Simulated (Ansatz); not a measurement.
[Co(PH3)Cl5]2- (CoPH₃Cl₅²⁻). The state is a singlet with charge -2. Geometry relaxed at PBE0-D4/def2-SVPD.

```xyz
10

Co   -0.378   -0.841    0.106
P     0.519    1.142   -0.119
H    -0.312    2.271    0.102
H     1.072    1.476   -1.378
H     1.611    1.482    0.727
Cl   -1.346   -2.917    0.157
Cl   -1.998    0.162    1.404
Cl    1.438   -1.488   -1.186
Cl    0.887   -1.167    1.997
Cl   -1.493   -0.120   -1.809
```

A multiply charged anion in the gas phase is held together partly by the finite basis.

(1) Estimate the harmonic wavenumbers at RKS PBE0-D4/def2-SVPD (Ansatz, unscaled). Is this a minimum?

## Answers

(1) 19i, 99, 116, 122, 132, 159, 163, 165, 173, 221, 229, 245, 279, 311, 311, 369, 568, 573, 982, 1090, 1110, 2435, 2465, 2495 cm⁻¹. Yes, no mode is imaginary beyond noise. Zero-point energy 88.6 kJ/mol. Run time 13 min (4 threads of Arm Neoverse N1 on a shared host), peak host memory 1.1 GiB.
